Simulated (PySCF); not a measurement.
# Calculated NMR parameters of Clc1cnc(Cl)o1

* Formula: C3HCl2NO
* SMILES: Clc1cnc(Cl)o1
* Point group of the computed structure: Cs
* Degrees of unsaturation: 3
* Carbon signals: 3
* Proton signals: 1

Molfile (atoms numbered from 1):
```
C3HCl2NO
     RDKit          3D

  8  8  0  0  0  0  0  0  0  0999 V2000
   -2.2175   -1.5035    0.3647 Cl  0  0  0  0  0  0  0  0  0  0  0  0
   -0.8489   -0.5131    0.3668 C   0  0  0  0  0  0  0  0  0  0  0  0
   -0.6737    0.8333    0.2663 C   0  0  0  0  0  0  0  0  0  0  0  0
    0.6655    1.0959    0.3265 N   0  0  0  0  0  0  0  0  0  0  0  0
    1.2301   -0.0575    0.4562 C   0  0  0  0  0  0  0  0  0  0  0  0
    2.8724   -0.3657    0.5832 Cl  0  0  0  0  0  0  0  0  0  0  0  0
    0.3733   -1.0964    0.4896 O   0  0  0  0  0  0  0  0  0  0  0  0
   -1.3922    1.6164    0.1570 H   0  0  0  0  0  0  0  0  0  0  0  0
  1  2  1  0
  2  3  2  0
  3  4  1  0
  4  5  2  0
  5  6  1  0
  5  7  1  0
  7  2  1  0
  3  8  1  0
M  END
```

PySCF 2.14.0 with density-fitted response routines calculation with geometry: GFN2-xTB and GIAO PBE0/pcSseg-1 shieldings; no relativistic terms, gas phase, single conformer.

Referencing at the same level of theory: TMS for ¹H (31.72 ppm), ¹³C (186.93 ppm); ¹⁵N (267.73 ppm) vs NH3; ¹⁷O (336.08 ppm) vs H2O.

| carbon | δC, type | δH (multiplicity) | HMBC from (2–3 bonds) | span of the C tensor (ppm) |
| --- | --- | --- | --- | --- |
| C2 | 147.8, C | – | H8 | 106 |
| C3 | 133.0, CH | 7.13 (s) | – | 146 |
| C5 | 154.3, C | – | H8 | 121 |

Other nuclei:
| atoms | nucleus | environment | δ (ppm) | σ (ppm) |
| --- | --- | --- | --- | --- |
| N4 | ¹⁵N | pyridine-type nitrogen of an azole | 303.6 | -35.9 |
| O7 | ¹⁷O | aromatic ring oxygen | 341.4 | -5.3 |

1. Carbon types of the structure: 2 × C, 1 × CH, which accounts for all hydrogens.
2. δC 154.3, 147.8: aromatic carbon bearing chlorine.
3. δC 133.0: aromatic CH next to a ring nitrogen.
4. δH 7.13: hydrogen on an aromatic CH next to a ring nitrogen; it sits in the deshielding region of the aromatic ring current.

Carbons that carry Cl, above all several Cl atoms, come out too deshielded, partly because spin–orbit coupling is missing. Shifts are as computed. Against solution values, carbons near 30 ppm lie about +3 ppm off and those near 130 ppm about +5 ppm; carbons on Cl a further +6 ppm. Of 1211 compounds with measured shifts, 218 miss one by over three times the rms of a fit or turn the order of signals round; such compounds aren't used in these exercises. Unscaled 17O shifts of doubly bonded oxygen tend to come out too high, by tens of ppm or more. Experimental scales use liquid or dissolved standards, which lie at an offset from isolated NH3 (liquid NH3: subtract about 20 ppm) and H2O (liquid H2O: subtract about 36 ppm). Unscaled 15N shifts of sp2 nitrogen come out 20 to 40 ppm too high even then.
